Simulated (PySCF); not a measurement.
## Correlation energy of Kr³⁺ (krypton, charge +3)

[Ar] 3d10 4s2 4p3, high-spin 4S determinant. Calculation: PySCF 2.14, in aug-cc-pVTZ-DK (7s6p4d2f, 59 functions); scalar relativity by spin-free X2C-1e. Frozen: [Ar] 3d10; 5 electrons correlated.

MP2 pair energies summed by pair of shells (mhartree):

```csv
pair,energy,share (%)
4s-4p,-55.37,67.3
4p-4p,-18.35,22.3
4s-4s,-8.59,10.4
```

Total MP2 correlation energy: -82.31 mhartree.

Same-spin part -21.34 and opposite-spin part -60.97 mhartree; SCS-MP2 scales them by 1/3 and 6/5 to -80.27 mhartree.
